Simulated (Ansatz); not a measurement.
Correlation energies of `C[O][Zr]1234([CH3])([N](C)C)[C@H]5[C@@H]1[C@@H]2[C@@H]3[C@H]54` by basis set

```json
{"atom": "C1", "x (Å)": "1.479", "y (Å)": "-3.101", "z (Å)": "-0.354"}
{"atom": "O2", "x (Å)": "0.683", "y (Å)": "-1.970", "z (Å)": "-0.272"}
{"atom": "Zr3", "x (Å)": "-0.110", "y (Å)": "-0.275", "z (Å)": "0.214"}
{"atom": "C4", "x (Å)": "-2.246", "y (Å)": "-0.841", "z (Å)": "0.680"}
{"atom": "N5", "x (Å)": "-0.318", "y (Å)": "0.872", "z (Å)": "-1.463"}
{"atom": "C6", "x (Å)": "-0.163", "y (Å)": "2.241", "z (Å)": "-1.867"}
{"atom": "C7", "x (Å)": "-0.745", "y (Å)": "0.043", "z (Å)": "-2.571"}
{"atom": "C8", "x (Å)": "0.067", "y (Å)": "1.851", "z (Å)": "1.610"}
{"atom": "C9", "x (Å)": "1.370", "y (Å)": "1.551", "z (Å)": "1.156"}
{"atom": "C10", "x (Å)": "1.774", "y (Å)": "0.342", "z (Å)": "1.761"}
{"atom": "C11", "x (Å)": "0.719", "y (Å)": "-0.107", "z (Å)": "2.582"}
{"atom": "C12", "x (Å)": "-0.337", "y (Å)": "0.825", "z (Å)": "2.488"}
{"atom": "H13", "x (Å)": "2.259", "y (Å)": "-3.096", "z (Å)": "0.418"}
{"atom": "H14", "x (Å)": "0.877", "y (Å)": "-4.007", "z (Å)": "-0.221"}
{"atom": "H15", "x (Å)": "1.971", "y (Å)": "-3.161", "z (Å)": "-1.332"}
{"atom": "H16", "x (Å)": "-2.333", "y (Å)": "-1.509", "z (Å)": "1.544"}
{"atom": "H17", "x (Å)": "-2.899", "y (Å)": "0.020", "z (Å)": "0.858"}
{"atom": "H18", "x (Å)": "-2.648", "y (Å)": "-1.381", "z (Å)": "-0.188"}
{"atom": "H19", "x (Å)": "0.159", "y (Å)": "2.863", "z (Å)": "-1.031"}
{"atom": "H20", "x (Å)": "0.580", "y (Å)": "2.346", "z (Å)": "-2.672"}
{"atom": "H21", "x (Å)": "-1.108", "y (Å)": "2.658", "z (Å)": "-2.249"}
{"atom": "H22", "x (Å)": "-0.027", "y (Å)": "0.069", "z (Å)": "-3.404"}
{"atom": "H23", "x (Å)": "-1.724", "y (Å)": "0.358", "z (Å)": "-2.960"}
{"atom": "H24", "x (Å)": "-0.846", "y (Å)": "-1.008", "z (Å)": "-2.270"}
{"atom": "H25", "x (Å)": "-0.528", "y (Å)": "2.704", "z (Å)": "1.319"}
{"atom": "H26", "x (Å)": "1.954", "y (Å)": "2.136", "z (Å)": "0.462"}
{"atom": "H27", "x (Å)": "2.718", "y (Å)": "-0.161", "z (Å)": "1.606"}
{"atom": "H28", "x (Å)": "0.711", "y (Å)": "-1.019", "z (Å)": "3.163"}
{"atom": "H29", "x (Å)": "-1.289", "y (Å)": "0.758", "z (Å)": "2.992"}
```

The species carries charge 0 and has multiplicity 1. Correlated methods include outer-core shells of Zr, which these sets cover unevenly. Zr takes the def2 core potential. The structure was optimised at the PBE0-D4/def2-TZVP level. It is one conformer, not always the lowest. Frozen core, restricted reference, Ansatz 0.2.0.

| basis | HF (Eh) | MP2 corr. |
| --- | --- | --- |
| def2-SVP | -526.28066 | -1.88510 |
| def2-TZVPP | -526.83005 | -2.35673 |
| def2-QZVPP | -526.85562 | -2.53240 |

Q: Estimate the CCSD correlation energy and the (T) correction in each basis where they were run (hartree).

A: 
```json
{"basis": "def2-SVP", "CCSD corr.": "-1.97100", "(T)": "-0.07620"}
{"basis": "def2-TZVPP", "CCSD corr.": "-2.40945", "(T)": "-0.11562"}
```
